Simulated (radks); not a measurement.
Valence configurations of neutral tantalum (all share [Xe]). Method: scalar-relativistic Kohn-Sham, LDA (Slater exchange, Perdew-Wang correlation), spin-unpolarised, spherical densities, point nucleus; computed with a radial shooting solver on a logarithmic mesh with Libxc functionals. Energies are relative to 4f14 5d3 6s2; eigenvalues in eV.

valence,E (eV),e(4f),e(5d),e(6p),e(6s)
4f14 5d3 6s2,0.000,-24.929,-3.783,-,-5.613
4f13 5d4 6s2,24.867,-33.359,-4.798,-,-5.789
4f14 5d3 6s1 6p1,4.256,-26.465,-5.101,-2.215,-6.607
4f12.5 5d4.5 6s2,40.148,-37.770,-5.305,-,-5.860
4f14 5d3 6s1.5 6p0.5,2.095,-25.717,-4.463,-1.877,-6.133
4f12.5 5d3.5 6s2 6p1,44.949,-41.917,-8.311,-2.515,-7.590
4f13 5d3.5 6s2 6p0.5,26.751,-35.335,-6.229,-2.013,-6.650
4f13 5d3 6s1 6p2,34.209,-38.853,-8.936,-3.096,-8.343
4f14 5d4 6s0.5 6p0.5,4.036,-23.965,-3.469,-1.706,-5.664
4f14 5d3.5 6s1.5,0.982,-24.029,-3.269,-,-5.367

NIST lists [Xe] 4f14 5d3 6s2 as the ground configuration; this level of theory agrees among the configurations tried. The energies are those of spherical spin-averaged densities, not of single terms.
